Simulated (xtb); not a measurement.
FIn (SMILES [F][In]), singlet, at a GFN2-xTB geometry (such geometries of metal compounds can be far from the true shape).

Input for xtb:
```
$ xtb mol.xyz --gfn 2 --json

# file mol.xyz
2

In    -0.00000000    -0.00000000    -0.31421463
F      0.00000000     0.00000000     1.71072408
```

Question: What does this run give for the dipole moment, total energy, partial charges in atom order, HOMO-LUMO gap?

Answer: 
```yaml
dipole_moment: 4.92 D
total_energy: -6.0575 Eh
partial_charges_in_atom_order: In1 0.46, F2 -0.46
HOMO-LUMO gap: 5.99 eV
```
